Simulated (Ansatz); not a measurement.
A nudged elastic band was laid between two geometries of BF3 + H4Si (9 atoms, charge 0, multiplicity 1).

Computed with Ansatz, UKS B3LYP-D4/def2-SVP.

```json
{
 "movable images": "5",
 "climbing image": "yes",
 "spring": "5.0 eV/Å²",
 "optimiser": "quadratic models (default)",
 "start path": "through a guess of the saddle point",
 "force threshold": "0.03 eV/Å",
 "iteration limit": "60",
 "end points": "relaxed"
}
```

Initial state:

```xyz
9
Properties=species:S:1:pos:R:3
B -0.508 0.959 -1.613
F 0.540 1.658 -1.987
F -0.825 -0.148 -2.246
F -1.260 1.384 -0.619
H 1.091 -0.106 0.154
Si 0.405 -0.773 1.301
H 0.037 0.256 2.311
H -0.818 -1.460 0.801
H 1.338 -1.769 1.898
```

Final state:

```xyz
9
Properties=species:S:1:pos:R:3
B -0.759 0.172 -0.697
F 1.459 1.355 -0.757
F -0.300 -0.292 -1.865
F -1.642 1.151 -0.782
H 1.548 0.835 -1.524
Si -0.181 -0.645 1.070
H 0.073 0.425 2.076
H -1.254 -1.544 1.598
H 1.056 -1.456 0.880
```

Which bonds break or form, and what moves?

Bonds broken: B1–F2, H5–Si6. Bonds formed: B1–Si6, F2–H5. BF3 + H4Si becomes BF2H3Si + FH.

Give the energies along the band, and the barrier.

The run converged. The highest image is number 3 of 0 to 6, 266.0 kJ/mol above the first end and 97.0 kJ/mol above the last; the last end lies 169.0 kJ/mol above the first. Neighbouring images differ by up to 2.4 eV, so the band resolves the path poorly. A vibrational analysis at the climbing image gives one clearly imaginary mode, 1117i cm⁻¹: a first-order saddle point. The orbitals stay closed-shell, which can raise the energy where a bond breaks towards radicals; this wasn't checked here.

```csv
image,path coordinate (Å),energy (kJ/mol),B1–F2 (Å),H5–Si6 (Å),B1–Si6 (Å)
0,0.00,0.0,1.31,1.49,3.51
1,0.93,1.0,1.31,1.49,3.42
2,1.85,33.2,1.33,1.50,2.81
3,2.77,266.0,1.65,1.96,2.21
4,3.61,196.8,2.16,2.55,2.05
5,4.45,173.0,2.43,3.10,2.03
6,5.29,169.0,2.51,3.45,2.03
```

What is the geometry of the highest image?


```xyz
9
Properties=species:S:1:pos:R:3
B -0.406 0.411 -0.935
F 0.952 1.310 -1.205
F -0.489 -0.493 -1.911
F -1.416 1.258 -0.737
H 0.929 0.682 -0.286
Si 0.119 -0.584 0.966
H 0.241 0.294 2.164
H -1.175 -1.321 1.018
H 1.245 -1.558 0.925
```

Time of the run: 6 min on 2 threads of Arm Neoverse V2 (shared host), peak memory 0.26 GiB.
